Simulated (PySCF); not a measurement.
Two species compared at the same levels of theory.

First species: C₆H₈S.
InChI=1S/C6H8S/c1-3(7)6-4-2-5(4)6/h4-6H,2H2,1H3/t4-,5+,6+

Second species: C₆H₈S.
SMILES: `C#C[C@@H](C)C(C)=S`

Levels: PBE0/def2-SVPD for dipole moment, HOMO energy, LUMO energy, HOMO–LUMO gap, static isotropic polarisability and electronic spatial extent ⟨r²⟩ about the centre of nuclear charge; TDDFT PBE0/def2-SVPD for lowest singlet excitation; TDA PBE0/def2-SVPD for lowest triplet excitation (Tamm–Dancoff); GFN2-xTB for rotational constant A and rotational constant C. Geometries: GFN2-xTB. Each species is one conformer at its optimised geometry, gas phase, non-relativistic unless stated; the electronic structure was computed with PySCF and density fitting.

The conformers computed, where there is a choice (atom-mapped SMILES and torsion angles):
- `[CH3:1][C:2](=[S:3])[C@H:4]1[C@@H:5]2[CH2:6][C@H:7]12`: C1–C2–C4–C5 145°
- `[CH:1]#[C:2][C@@H:3]([CH3:4])[C:5]([CH3:6])=[S:7]`: C2–C3–C5–C6 -63°

Task: Which has the higher static isotropic polarisability?

Result: The second: 91.3 au against 88.3 au, a difference of 3.0 au.

Task: Which has the higher rotational constant C?

Result: The second: 1.348 GHz against 1.273 GHz, a difference of 0.075 GHz.

Task: Which has the higher rotational constant A?

Result: The first: 4.336 GHz against 3.161 GHz, a difference of 1.175 GHz.

Task: Which has the higher T1 energy?

Result: The first: 2.09 eV against 2.03 eV, a difference of 0.06 eV.

Task: Which of the two has the higher LUMO energy, and by how much?

Result: The first: -1.98 eV against -2.16 eV, a difference of 0.18 eV.

Task: Which of the two has the higher HOMO energy, and by how much?

Result: The first: -6.26 eV against -6.44 eV, a difference of 0.18 eV.

Task: Which has the higher ⟨r²⟩?

Result: The second: 1002 bohr² against 965 bohr², a difference of 37 bohr².

Task: Which has the higher dipole moment?

Result: The second: 2.73 D against 2.46 D, a difference of 0.27 D.

On the first: In atomic units the dipole is 0.97 e·bohr (1 au = 2.5417 D). The polarisability is 13.08 Å³ as a volume (1 au = 0.148185 Å³), or 1.47 au for each of the 60 electrons.

On the second: The 6 singlets span 2.52 to 6.19 eV, and their oscillator strengths add up to 0.34. A dipole of 2.73 D is allowed in C1, and pure rotational transitions are dipole-allowed.
